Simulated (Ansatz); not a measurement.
Input file for `O=C1SB1S`:

```yaml
crystal:
  periodic: [false, false, false]
  atoms:
    - {symbol: O, position_ang: [2.120026, 0.399269, 0.593472]}
    - {symbol: C, position_ang: [1.070168, 0.060094, 0.307712]}
    - {symbol: S, position_ang: [0.203207, -2.084138, 0.249601]}
    - {symbol: B, position_ang: [-0.304141, -0.468640, -0.058311]}
    - {symbol: S, position_ang: [-1.784300, 0.395920, -0.589223]}
    - {symbol: H, position_ang: [-1.262860, 1.633494, -0.549552]}
basis:
  gaussian: {orbitals: def2-TZVPP}
correlation: {method: ccsd_t}
output: {orbitals: {seedname: orbitals}}
```

```sh
$ ansatz run in.yaml --threads 2 --pin off --events-out ev --progress --plain --max-ram 4352MiB
```

The program prints (abridged):

```
Functional definition: HF
  name "HF"
  cite "Fock, Z. Phys. 61, 126 (1930) doi:10.1007/BF01340294"
  parent pbe
  exchange = exact_x
  correlation = 0
1158 factors; integrals over basis functions are off by at most 9.3e-4 eV
mean field evaluation 1: about -25389.4769 eV, gradient 3.1e1 eV
mean field evaluation 2: about -25389.7827 eV, gradient 3.2e1 eV
mean field evaluation 4: about -25392.3949 eV, gradient 4.3e0 eV
mean field evaluation 8: about -25392.4736 eV, gradient 4.3e-1 eV
mean field evaluation 16: about -25392.4754 eV, gradient 2.4e-6 eV
mean field -25392.47544080 eV, -933.1562608113 hartree, gradient 2.4e-6 eV, S^2 0.000000; 0 other end points of the search recorded, 0 dependent functions left out
13 core orbitals not correlated: weight in the atoms' cores, before any rotation towards them, 1.000 or more for the frozen orbitals, at most 0.000 for the correlated occupied ones
reference -25392.47544080 eV, -933.1562608113 hartree; 13, 13 occupied and 165, 165 virtual orbitals, 1158 factors
second order -22.40395193 eV of doubles, -0.00000000 eV of singles
cycle   1  -22.08829986 eV  change    3.2e-1 eV  update   1.6e-1
cycle   2  -22.79517472 eV  change   -7.1e-1 eV  update   6.1e-2
cycle   3  -22.99823885 eV  change   -2.0e-1 eV  update   2.8e-2
cycle   4  -22.99098033 eV  change    7.3e-3 eV  update   8.8e-3
cycle   5  -22.98104411 eV  change    9.9e-3 eV  update   4.8e-3
cycle   6  -22.98267929 eV  change   -1.6e-3 eV  update   1.8e-3
cycle   7  -22.98213336 eV  change    5.5e-4 eV  update   7.3e-4
cycle   8  -22.98187786 eV  change    2.6e-4 eV  update   2.5e-4
cycle   9  -22.98199424 eV  change   -1.2e-4 eV  update   1.2e-4
cycle  10  -22.98201206 eV  change   -1.8e-5 eV  update   4.6e-5
cycle  11  -22.98198571 eV  change    2.6e-5 eV  update   2.8e-5
perturbative correction -1.34137751 eV, -0.0492947141 hartree
Total energy: -25416.79880401 eV, -934.0501279224 hartree
```

Hardware: 2 threads of an AMD EPYC 9B45 on a shared host. Wall time 21 s, peak host memory 2 GiB.

The correlation energy is -24.323 eV, 5.5 % of it from (T); the T1 diagnostic reads 0.0196.
